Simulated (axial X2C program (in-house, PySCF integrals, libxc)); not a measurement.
## Worked dissociation energy of MoTe⁺: PBE0, two-component

Calculated with an in-house all-electron X2C program for linear molecules (integrals from PySCF). Two-component (2c) means X2C with spin–orbit coupling and atomic mean-field two-electron Coulomb and Gaunt terms. Basis: Te dyall-cv3z [11s12p8d4f1g], Mo dyall-cv3z [11s12p9d5f3g] (cores contracted in-house); Gaussian nuclei, density fitting, unrestricted open shells. Masses: Te 129.906 u, Mo 97.905 u.

Molecular state: Ω = 3/2 (⟨Sz⟩ = 1.52, ⟨Lz⟩ = -0.02 at PBE0).

* E(Te) (2M_J = 4): -6790.598342 hartree
* E(Mo+) (2M_J = 5): -4046.225086 hartree
* E(MoTe⁺) at Re: -10836.911709 hartree
* ωe: 222.3 cm⁻¹
* ωexe: 0.711 cm⁻¹

Problem. Work out De and D0.

Solution. De = -6790.598342 + (-4046.225086) − (-10836.911709) = 0.08828 hartree = 2.402 eV. The zero-point energy is ωe/2 − ωexe/4 = 111 cm⁻¹ = 0.014 eV, so D0 = 2.388 eV.

One determinant describes the state; a PBE0 search over occupations chose it and may have missed a lower one. De is counted from the lowest determinant-based energies of the atoms at the same level, without counterpoise correction. Density functionals use the spin component along the axis (collinear). Without a current term, density functionals place determinants with orbital angular momentum somewhat too high. With several unpaired electrons one determinant need not be a pure state. This is the top spin component of a Σ state; components of lower Ω are not single determinants and can lie lower. The determinant is spin-polarised beyond a pure state at some levels (its spin-free form has ⟨S²⟩ too high), which makes Re and μ there less reliable.

The levels of this run spread widely (ωe from 193 to 264 cm⁻¹), so these constants depend on the method.

Each atomic determinant is the lowest at this level and need not be a pure J level. Totals compare only within one Hamiltonian and basis.
